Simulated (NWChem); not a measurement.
Molecule: C3H3F3; SMILES CC(F)=C(F)F

```xyz
9

C     -1.1645    -1.5190     0.0000
C      0.0283    -0.6423     0.0000
F      1.2110    -1.2673     0.0000
C      0.0271     0.6905     0.0000
F     -1.0723     1.4119     0.0000
F      1.1034     1.4359     0.0000
H     -2.0872    -0.9259     0.0000
H     -1.1623    -2.1702    -0.8889
H     -1.1623    -2.1702     0.8889
```
Atoms are numbered in this order, from 1.

Structure relaxed at the PBE0/def2-SVP level.

**Question.** Give the principal values of the shielding tensors (ppm) of C1, C2, F3, C4, F5 from LDA (Slater exchange, VWN5)/pcSseg-1, GIAO (NWChem), with their diamagnetic and paramagnetic parts as GIAO splits them.

**Answer.** 
```json
[
 {"atom": "C1", "σ11": "159.0", "σ22": "160.2", "σ33": "183.9", "isotropic": "167.7", "diamagnetic": "251.1", "paramagnetic": "-83.4"},
 {"atom": "C2", "σ11": "4.8", "σ22": "58.1", "σ33": "71.8", "isotropic": "44.9", "diamagnetic": "252.3", "paramagnetic": "-207.4"},
 {"atom": "F3", "σ11": "248.1", "σ22": "355.6", "σ33": "420.0", "isotropic": "341.3", "diamagnetic": "476.0", "paramagnetic": "-134.7"},
 {"atom": "C4", "σ11": "-47.6", "σ22": "40.4", "σ33": "46.3", "isotropic": "13.0", "diamagnetic": "250.7", "paramagnetic": "-237.6"},
 {"atom": "F5", "σ11": "250.0", "σ22": "274.2", "σ33": "322.9", "isotropic": "282.4", "diamagnetic": "473.1", "paramagnetic": "-190.7"}
]
```
